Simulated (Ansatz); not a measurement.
`CC([SiH3])[SiH2]F` + HI → `F[SiH2]I` + `CC[SiH3]`  (ligand exchange at the Si–C bond)

Calculated with Ansatz (gas phase, PBE0-D4/def2-TZVP geometries, no zero-point term in ΔE). CCSD(T)/CBS is the MP2 limit (def2-TZVPP, def2-QZVPP) plus CCSD(T) − MP2 in def2-TZVPP, frozen cores. DFT in def2-TZVPP. Elements past krypton have def2 core potentials. For I outer-core shells are correlated without core-valence functions, which leaves a few kJ/mol of doubt a bond. One conformer a species, not always the lowest.

`CC([SiH3])[SiH2]F`:

Cartesian coordinates in Å:
```
C 0.078 -0.454 -1.504
C -0.067 -0.463 0.026
Si -1.566 0.534 0.571
Si 1.485 0.108 0.871
F 2.717 -0.805 0.395
H 0.256 0.559 -1.878
H -0.824 -0.828 -1.995
H 0.914 -1.075 -1.832
H -0.248 -1.488 0.380
H -1.410 1.956 0.161
H -1.740 0.480 2.047
H -2.787 -0.011 -0.081
H 1.810 1.506 0.492
H 1.382 -0.020 2.346
```

HI:

Z-matrix (Å, degrees):
```
I
H 1 1.610
```

`F[SiH2]I`:

```xyz
5

F     0.198    1.617    0.077
Si    0.116    0.042   -0.145
I    -1.316   -0.932    1.547
H     1.475   -0.518   -0.003
H    -0.474   -0.209   -1.475
```

`CC[SiH3]`:

```xyz
11

C     0.990   -1.005    0.165
C     0.469    0.419    0.337
Si   -1.246    0.676   -0.378
H     1.990   -1.122    0.591
H     1.049   -1.283   -0.891
H     0.337   -1.731    0.656
H     1.147    1.135   -0.139
H     0.440    0.690    1.398
H    -2.224   -0.234    0.280
H    -1.250    0.378   -1.837
H    -1.703    2.079   -0.182
```

CCSD(T)/CBS gives -79.3 kJ/mol.

Problem. Another level gave -79.8 kJ/mol. Which?
A. PBE0/def2-TZVPP
B. HF/def2-TZVPP
C. ωB97M-V/def2-TZVPP
D. PBE0-D4/def2-TZVPP

Solution. D. PBE0-D4 -79.8, ωB97M-V -75.6, HF/def2-TZVPP -91.3, PBE0 -84.3 kJ/mol.

Largest T1 diagnostic among the species: 0.011.

The D4 term adds +7.7 kJ/mol with B3LYP and +4.5 kJ/mol with PBE0; it sums over pairs of atoms, weighted by their polarisabilities, and B3LYP, whose exchange is more repulsive, gets the larger term. In def2-TZVPP, CCSD(T) changes the Hartree–Fock value by +19.4 kJ/mol (the triples alone add +1.7 kJ/mol) and MP2 by +13.0 kJ/mol.

B3LYP here is the variant with VWN-RPA as its local correlation; programs differ in this.
